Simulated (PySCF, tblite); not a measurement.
Isomers of C5H9NOSi. All values are computed: GFN2-xTB (tblite) harmonic vibrations without scaling, gas phase. Against measured fundamentals such values can be off by several per cent, at times by over 20. Modes of hydrogen on silicon can be 10 to 20 % off. One conformer each.

Electronic energies: PBE0/pcSseg-1 single points on the GFN2-xTB geometries (PySCF, gas phase).

```tsv
SMILES	electronic energy, lowest = 0 (kJ/mol)
[SiH3]CCc1ncco1	65.7
CC[C@H](C#N)C(=O)[SiH3]	131.6
O=CNC1=C[SiH2]CC1	0.0
C[C@@H]1C[C@H](C#N)O[SiH2]1	2.1
C=C[C@H](C)O[SiH2]C#N	45.6
[SiH3]CCc1cocn1	71.8
```

Task: How do GFN2-xTB zero-point energies change the relative energies?

Result: 
```json
{"SMILES": "O=CNC1=C[SiH2]CC1", "ZPE (kJ/mol)": "337.6", "of it from modes above 1550 cm⁻¹": "173.8", "electronic (kJ/mol)": "0.0", "with ZPE, lowest = 0 (kJ/mol)": "0.0", "lowest mode (cm⁻¹)": "46", "rings": "1"}
{"SMILES": "C[C@@H]1C[C@H](C#N)O[SiH2]1", "ZPE (kJ/mol)": "340.6", "of it from modes above 1550 cm⁻¹": "166.7", "electronic (kJ/mol)": "2.1", "with ZPE, lowest = 0 (kJ/mol)": "5.1", "lowest mode (cm⁻¹)": "66", "rings": "1"}
{"SMILES": "C=C[C@H](C)O[SiH2]C#N", "ZPE (kJ/mol)": "330.5", "of it from modes above 1550 cm⁻¹": "179.3", "electronic (kJ/mol)": "45.6", "with ZPE, lowest = 0 (kJ/mol)": "38.4", "lowest mode (cm⁻¹)": "17", "rings": "0"}
{"SMILES": "[SiH3]CCc1ncco1", "ZPE (kJ/mol)": "332.5", "of it from modes above 1550 cm⁻¹": "159.7", "electronic (kJ/mol)": "65.7", "with ZPE, lowest = 0 (kJ/mol)": "60.6", "lowest mode (cm⁻¹)": "19", "rings": "1"}
{"SMILES": "[SiH3]CCc1cocn1", "ZPE (kJ/mol)": "332.5", "of it from modes above 1550 cm⁻¹": "159.4", "electronic (kJ/mol)": "71.8", "with ZPE, lowest = 0 (kJ/mol)": "66.7", "lowest mode (cm⁻¹)": "13i", "rings": "1"}
{"SMILES": "CC[C@H](C#N)C(=O)[SiH3]", "ZPE (kJ/mol)": "326.0", "of it from modes above 1550 cm⁻¹": "173.6", "electronic (kJ/mol)": "131.6", "with ZPE, lowest = 0 (kJ/mol)": "120.0", "lowest mode (cm⁻¹)": "41", "rings": "0"}
```

The zero-point energies span 14.6 kJ/mol, from `CC[C@H](C#N)C(=O)[SiH3]` to `C[C@@H]1C[C@H](C#N)O[SiH2]1`. Slightly imaginary modes are left out of the zero-point energy: `[SiH3]CCc1cocn1` 12.8i cm⁻¹. The order is unchanged.

Task: And how do the electronic energies of GFN2-xTB itself compare?

Result: `O=CNC1=C[SiH2]CC1` 78.9; `C[C@@H]1C[C@H](C#N)O[SiH2]1` 0.0; `C=C[C@H](C)O[SiH2]C#N` 99.4; `[SiH3]CCc1ncco1` 24.1; `[SiH3]CCc1cocn1` 32.3; `CC[C@H](C#N)C(=O)[SiH3]` 183.5 kJ/mol, lowest = 0. Against the energies above, taken from the same isomer `O=CNC1=C[SiH2]CC1`, the largest difference is 120.5 kJ/mol.

Task: What do entropy and thermal enthalpy add at 298.15 K and 1 bar (rigid rotor, harmonic oscillator, one conformer each)?

Result: 
```tsv
SMILES	point group	symmetry number	S (J/(mol K))	H − H(0) (kJ/mol)	ZPE + H − H(0) − TS (kJ/mol)
O=CNC1=C[SiH2]CC1	C1	1	388.0	25.79	247.7
C[C@@H]1C[C@H](C#N)O[SiH2]1	C1	1	386.2	26.04	251.5
CC[C@H](C#N)C(=O)[SiH3]	C1	1	424.3	30.40	229.9
```

Not tabulated: `C=C[C@H](C)O[SiH2]C#N` (lowest mode only 17 cm⁻¹); `[SiH3]CCc1ncco1` (lowest mode only 19 cm⁻¹); `[SiH3]CCc1cocn1` (lowest mode only 13i cm⁻¹).
